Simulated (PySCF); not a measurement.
# One molecule, several mistakes: Ge2H8OSi

Calculated results; nothing here was measured. The program is PySCF 2.14.0, an open-source quantum chemistry code, run on an isolated molecule that a program drew, which may never have been made. The molecule is Ge2H8OSi (charge 0, singlet), drawn as the SMILES string `[GeH3][O][SiH2][GeH3]`.

Each row is a Hartree-Fock (HF) and frozen-core CCSD(T) single point in the cc-pV(D+d)Z basis, meant for a local HF minimum. Run 1 is clean. Each other run has one planted mistake out of seven kinds, and not every kind appears here: one electron removed, one electron added, multiplicity raised by two, geometry at a saddle point, minimal basis STO-3G, one bond length entered in bohr, all coordinates scaled. The reference is restricted for singlets and unrestricted otherwise, and also for a bond in bohr. Adding or removing an electron swaps singlet and doublet. Electrons count all cores. HOMO and LUMO are orbital energies over both spins, the gradient is its largest component, and the lowest frequency (negative if imaginary) is given only where the gradient is small. Bond lengths are over the 11 bonds as drawn. T1 is the CCSD diagnostic: over 0.02 (restricted) or 0.045 (unrestricted) a single reference is doubtful. Germanium has the cc-pVDZ-PP basis, with a core potential (ECP10MDF) in place of its 10 inner electrons, and its 3s, 3p and 3d shells are frozen in CCSD(T).

Geometry of the clean run:
```xyz
12
Ge2H8OSi, angstrom
Ge    1.0530   -1.0904    2.3285
O     1.2320   -0.7343    0.5946
Si    0.4304   -0.6789   -0.8327
Ge    1.9762   -0.0649   -2.5618
H     2.4439   -0.9492    2.9340
H     0.0741   -0.0796    2.9253
H     0.5184   -2.5153    2.4724
H    -0.6771    0.3079   -0.7718
H    -0.1754   -1.9986   -1.1426
H     1.2703   -0.0008   -3.9248
H     3.1158   -1.0871   -2.6667
H     2.5933    1.3120   -2.2831
```

| run | electrons | basis functions | <S^2> | HOMO (eV) | LUMO (eV) | gradient (hartree/bohr) | lowest frequency (cm^-1) | mean bond (Å) | longest bond (Å) | T1 | HF (hartree) | CCSD(T) (hartree) | mistake |
|---|---|---|---|---|---|---|---|---|---|---|---|---|---|
| 1 | 94 | 123 | 0.000 | -10.27 | 3.03 | 3.1e-05 | 27 | 1.6338 | 2.399 | 0.0124 | -955.26056 | -955.82091 | no fault |
| 2 | 93 | 123 | 0.760 | -16.18 | -8.10 | 9.7e-02 | - | 1.6338 | 2.399 | 0.0293 | -954.92341 | -955.47044 | one electron removed |
| 3 | 94 | 123 | 0.000 | -10.37 | 3.21 | 2.9e-02 | - | 1.5651 | 2.298 | 0.0115 | -955.23833 | -955.79218 | all coordinates scaled |
| 4 | 94 | 123 | 0.855 | -9.28 | 1.13 | 6.0e-03 | - | 1.7574 | 2.888 | 0.0371 | -955.15614 | -955.70490 | ? |

**Which mistake was planted in run 4, and what did it cost?**

The mean bond changes by a factor of 1.076 and the longest by 1.204, so the molecule wasn't scaled as a whole. A length L in bohr read as angstrom grows by (1/0.5292 - 1) L = 0.890 L. The 11 bonds together grew by 11 x 0.1236 = 1.360 Å, which gives L = 1.528 Å. That is the length of one of the Ge-H bonds, 1.528 Å in the clean geometry. So the mistake is: one bond length entered in bohr. Subtracting run 1 and multiplying by 627.51 kcal/mol a hartree, the energy moved by 65.5 kcal/mol in HF and 72.8 kcal/mol in CCSD(T).

